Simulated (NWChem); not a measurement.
The numbers come from NWChem runs, not from measurements. System: H$_{3}$B, charge 0, spin multiplicity 1, optimised in this run. The structure started from a generated list of species. Level: B3LYP/def2-SVP.

Job file:

```
start mol
memory heap 200 mb stack 900 mb global 1100 mb
geometry units angstroms
  B      0.000000     0.000000    -0.000000
  H      0.000000     0.000000     1.164459
  H      0.000000    -1.008454    -0.582229
  H      0.000000     1.008454    -0.582229
  symmetry group C2v
end
basis spherical
  * library def2-svp
end
dft
  xc b3lyp
  semidirect memsize 60000000 filesize 0
  iterations 100
end
driver
  maxiter 80
end
task dft optimize
task dft freq
```

NWChem printed:

```
             Northwest Computational Chemistry Package (NWChem) 7.3.0
             --------------------------------------------------------

                                NWChem Input Module
                                -------------------

 Scaling coordinates for geometry "geometry" by  1.889725989
 (inverse scale =  0.529177249)

 Turning off AUTOSYM since
 SYMMETRY directive was detected!

          ------
          auto-z
          ------
  Looking for out-of-plane bends

                             Geometry "geometry" -> ""
                             -------------------------

 Output coordinates in angstroms (scale by  1.889725989 to convert to a.u.)

  No.       Tag          Charge          X              Y              Z
 ---- ---------------- ---------- -------------- -------------- --------------
    1 B                    5.0000     0.00000000     0.00000000    -0.00000012
    2 H                    1.0000     0.00000000     0.00000000     1.16445888
    3 H                    1.0000     0.00000000    -1.00845400    -0.58222913
    4 H                    1.0000     0.00000000     1.00845400    -0.58222913

 Effective nuclear repulsion energy (a.u.)       7.6037104320

            Nuclear Dipole moment (a.u.)
            ----------------------------
        X                 Y               Z
 ---------------- ---------------- ----------------
     0.0000000000     0.0000000000     0.0000000000

      Symmetry information
      --------------------

 Group name             C2v
 Group number             16
 Group order               4
 No. of unique centers     3

      Symmetry unique atoms

     1    2    3


 Summary of "ao basis" -> "" (spherical)
 ------------------------------------------------------------------------------
       Tag                 Description            Shells   Functions and Types
 ---------------- ------------------------------  ------  ---------------------
 *                          def2-svp                  on all atoms

                           NWChem Geometry Optimization
                           ----------------------------
[...]
 x =   0.00000000 y =   0.00000000 z =  -0.00000019

 moments of inertia (a.u.)
 ------------------
          15.661714865156           0.000000000000           0.000000000000
           0.000000000000           7.830859295071           0.000000000000
           0.000000000000           0.000000000000           7.830855570085

 Rotational Constants
 --------------------
 A=   7.687560 cm-1  ( 11.060438 K)
 B=   7.687557 cm-1  ( 11.060432 K)
 C=   3.843779 cm-1  (  5.530217 K)

 Temperature                      =   298.15K
 frequency scaling parameter      =   1.0000

 Zero-Point correction to Energy  =   16.300 kcal/mol  (  0.025976 au)
 Thermal correction to Energy     =   18.113 kcal/mol  (  0.028865 au)
 Thermal correction to Enthalpy   =   18.706 kcal/mol  (  0.029809 au)

 Total Entropy                    =   47.235 cal/mol-K
   - Translational                =   33.849 cal/mol-K (mol. weight =  14.0328)
   - Rotational                   =   13.243 cal/mol-K (symmetry #  =        2)
   - Vibrational                  =    0.143 cal/mol-K

 Cv (constant volume heat capacity) =    6.646 cal/mol-K
   - Translational                  =    2.979 cal/mol-K
   - Rotational                     =    2.979 cal/mol-K
   - Vibrational                    =    0.687 cal/mol-K


 ----------------------------------------------------------------------------
 Normal Eigenvalue ||    Projected Derivative Dipole Moments (debye/angs)
  Mode   [cm**-1]  ||      [d/dqX]             [d/dqY]           [d/dqZ]
 ------ ---------- || ------------------ ------------------ -----------------
    1       -0.000 ||      -0.000              -0.000             0.000
    2       -0.000 ||      -0.000               0.000            -0.000
    3        0.000 ||       0.000              -0.000             0.000
    4        0.000 ||      -0.000              -0.000             0.000
    5        0.000 ||       0.000               0.000            -0.000
    6        0.000 ||      -0.000               0.000             0.000
    7     1141.992 ||       1.420              -0.000            -0.000
    8     1178.684 ||       0.000               0.034            -0.536
    9     1178.685 ||      -0.000              -0.536            -0.034
   10     2538.067 ||       0.000              -0.000            -0.000
   11     2685.170 ||       0.000              -0.002             1.722
   12     2685.183 ||      -0.000               1.722             0.002
 ----------------------------------------------------------------------------

 ----------------------------------------------------------------------------
 Normal Eigenvalue ||           Projected Infra Red Intensities
  Mode   [cm**-1]  || [atomic units] [(debye/angs)**2] [(KM/mol)] [arbitrary]
 ------ ---------- || -------------- ----------------- ---------- -----------
    1       -0.000 ||    0.000000           0.000         0.000       0.000
    2       -0.000 ||    0.000000           0.000         0.000       0.000
    3        0.000 ||    0.000000           0.000         0.000       0.000
    4        0.000 ||    0.000000           0.000         0.000       0.000
    5        0.000 ||    0.000000           0.000         0.000       0.000
    6        0.000 ||    0.000000           0.000         0.000       0.000
    7     1141.992 ||    0.087453           2.018        85.253      28.404
    8     1178.684 ||    0.012523           0.289        12.208       4.067
    9     1178.685 ||    0.012523           0.289        12.208       4.067
   10     2538.067 ||    0.000000           0.000         0.000       0.000
   11     2685.170 ||    0.128481           2.964       125.250      41.730
   12     2685.183 ||    0.128481           2.964       125.249      41.730
 ----------------------------------------------------------------------------

 Task  times  cpu:        5.0s     wall:        5.0s

 Total times  cpu:        6.2s     wall:        6.2s
```
